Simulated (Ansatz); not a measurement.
A nudged elastic band was laid between two geometries of ClGeH3O + H2S (9 atoms, charge 0, multiplicity 1).

All numbers below come from RKS BHLYP/def2-SVP in Ansatz.

```yaml
movable_images: 5
climbing_image: yes
spring: 5.0 eV/Å²
optimiser: quadratic models (default)
start_path: through a guess of the saddle point
force_threshold: 0.03 eV/Å
iteration_limit: 60
end_points: relaxed
```

Initial state:

```xyz
9
Properties=species:S:1:pos:R:3
Ge -0.214 0.264 -0.050
O -0.200 0.033 1.699
H -1.041 0.156 2.135
H 1.219 0.092 -0.510
H -0.883 1.586 -0.412
Cl -1.435 -1.295 -0.922
S 1.507 -3.031 1.390
H 0.399 -3.293 0.682
H 0.936 -1.984 2.007
```

Final state:

```xyz
9
Properties=species:S:1:pos:R:3
Ge -0.059 -0.671 -0.363
O 0.471 0.223 2.377
H -0.265 0.477 2.931
H 1.052 0.357 -0.422
H -1.385 -0.232 0.238
Cl -0.545 -1.197 -2.420
S 0.747 -2.505 0.622
H -0.370 -3.229 0.457
H 0.642 -0.694 2.597
```

Problem. What changes between the two ends?

Solution. Bonds broken: Ge1–O2, S7–H9. Bonds formed: Ge1–S7, O2–H9. ClGeH3O + H2S becomes ClGeH3S + H2O.

Problem. Give the energies along the band, and the barrier.

Solution. It converged. The highest image is number 2 of 0 to 6, 1.38 eV above the first end and 1.52 eV above the last; the last end lies 0.14 eV below the first. A vibrational analysis at the climbing image gives one clearly imaginary mode, 758i cm⁻¹: a first-order saddle point. The orbitals stay closed-shell, which can raise the energy where a bond breaks towards radicals; this wasn't checked here.

```
image  path coordinate (Å)  energy (eV)  Ge1–O2 (Å)  S7–H9 (Å)  Ge1–S7 (Å)
    0                 0.00         0.00        1.76       1.34        3.99
    1                 0.82         0.24        1.78       1.36        3.33
    2                 1.65         1.38        1.93       1.74        2.76
    3                 2.55         0.70        2.43       2.17        2.34
    4                 3.45         0.08        3.10       2.39        2.25
    5                 4.35        -0.08        3.16       2.57        2.23
    6                 5.24        -0.14        2.93       2.68        2.23
```

Problem. What is the geometry of the highest image?

Solution. 
```xyz
9
Properties=species:S:1:pos:R:3
Ge 0.036 -0.169 -0.060
O -0.047 -0.230 1.871
H -0.842 0.013 2.354
H 1.419 0.137 -0.601
H -0.817 1.113 -0.075
Cl -1.272 -1.461 -1.206
S 1.233 -2.421 0.991
H 0.169 -3.209 0.781
H 0.409 -1.244 1.964
```

Problem. What are the harmonic wavenumbers there?

Solution. 758i, 93, 154, 210, 312, 382, 420, 446, 513, 582, 624, 749, 858, 943, 958, 1213, 1813, 2170, 2267, 2784, 3925 cm⁻¹.

The band took 23 iterations and of the order of 11 core-minutes.

The run took 5.7 min on 2 threads of Arm Neoverse V2 (shared host), peak memory 0.28 GiB.
